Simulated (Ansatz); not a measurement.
`FC1(Br)C[SiH2]1` and `FC1C[SiH2]1` differ in one atom or group.

Ansatz, PBE0-D4/def2-TZVP geometries, multiplicity 1. 

Scalar relativity is left out up to krypton.

| property | `FC1(Br)C[SiH2]1` |
| --- | --- |
| HOMO–LUMO gap (PBE/def2-TZVPP) / eV | 4.35 |
| size of the dipole moment (PBE/def2-TZVPP) / D | 2.29 |
| LUMO energy (B3LYP/def2-TZVPP) / eV | -1.00 |
| HOMO–LUMO gap (ωB97M-V/def2-TZVPP) / eV | 10.41 |
| size of the dipole moment (B3LYP/def2-TZVPP) / D | 2.53 |
| LUMO energy (PBE0/def2-TZVPP) / eV | -0.77 |

**Question.** What does the change do to each property? (Best estimate.)

**Answer.** Ansatz gave: 
```json
{"property": "HOMO–LUMO gap (PBE/def2-TZVPP) / eV", "`FC1C[SiH2]1`": "5.04", "shift": "0.69"}
{"property": "size of the dipole moment (PBE/def2-TZVPP) / D", "`FC1C[SiH2]1`": "1.58", "shift": "-0.71"}
{"property": "LUMO energy (B3LYP/def2-TZVPP) / eV", "`FC1C[SiH2]1`": "-0.26", "shift": "0.74"}
{"property": "HOMO–LUMO gap (ωB97M-V/def2-TZVPP) / eV", "`FC1C[SiH2]1`": "10.91", "shift": "0.50"}
{"property": "size of the dipole moment (B3LYP/def2-TZVPP) / D", "`FC1C[SiH2]1`": "1.80", "shift": "-0.73"}
{"property": "LUMO energy (PBE0/def2-TZVPP) / eV", "`FC1C[SiH2]1`": "-0.02", "shift": "0.75"}
```

With PBE0 the HOMO rises by 0.13 eV and the LUMO rises by 0.75 eV, so the gap widens by about 0.62 eV. PBE moves the HOMO by 0.14 eV and ωB97M-V by 0.10 eV. Dipoles are sizes alone; their direction can turn.

B3LYP here is the variant with VWN-RPA as its local correlation; programs differ in this.

Spin–orbit coupling is left out; it splits and shifts lone-pair levels of the heavy atoms by tenths of an eV.
